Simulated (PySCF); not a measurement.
Geometry (Å), atoms numbered from 1 in this order:
```xyz
25

C     1.653    1.516   -1.041
C     0.365    0.833   -0.611
C    -0.259    1.536    0.603
C    -1.559    0.833    0.985
C    -1.275   -0.662    1.175
N    -0.601   -1.272    0.044
C    -1.454   -1.559   -1.091
N     0.574   -0.574   -0.316
Si    1.975   -1.304    0.373
H     1.438    2.533   -1.364
H     2.109    0.975   -1.865
H     2.358    1.554   -0.215
H    -0.348    0.892   -1.449
H    -0.442    2.589    0.374
H     0.446    1.481    1.436
H    -2.300    0.975    0.194
H    -1.969    1.249    1.907
H    -2.199   -1.214    1.360
H    -0.617   -0.791    2.041
H    -2.147   -2.350   -0.803
H    -0.822   -1.923   -1.899
H    -2.036   -0.703   -1.457
H     3.135   -0.909   -0.426
H     2.260   -0.948    1.776
H     1.703   -2.732    0.278
```

Single conformer, no solvent, averaged over atoms made equivalent by symmetry, fast rotation or ring inversion, no relativistic terms. σ from GIAO-PBE0/pcSseg-1; structure optimised with GFN2-xTB; PySCF 2.14.0 with density-fitted response routines.

References, each an isolated molecule treated in the same way: TMS for $^{13}$C (σ = 186.93 ppm).

Task: Do the $^{13}$C shifts follow the atomic charges (in e)? Tabulate both.

Result: 
```tsv
atoms	hybridisation	δ (ppm)	σ para (ppm)	Hirshfeld	IAO	Mulliken	ESP-fitted
C5	sp3	52.5	-112	-0.03	-0.16	+0.00	-0.21
C2	sp3	46.8	-104	+0.01	-0.00	-0.10	+0.37
C7	sp3	42.1	-102	-0.08	-0.31	-0.07	-0.44
C3	sp3	36.2	-98	-0.08	-0.27	-0.16	-0.23
C1	sp3	24.4	-85	-0.12	-0.42	-0.22	-0.66
C4	sp3	22.0	-84	-0.08	-0.28	-0.22	+0.05
```

Correlation coefficients of δ with charge over these carbons: Hirshfeld +0.74, IAO +0.69, Mulliken +0.96, ESP-fitted +0.29; with the paramagnetic shielding -0.99. With so few points these coefficients are fragile. Charge is one influence among several: hybridisation and low-lying excitations act through the paramagnetic term.

Shifts are as computed. Against solution values, carbons near 30 ppm lie about +3 ppm off and those near 130 ppm about +5 ppm. Of 1211 compounds with measured shifts, 218 miss one by over three times the rms of a fit or turn the order of signals round; such compounds aren't used in these exercises.
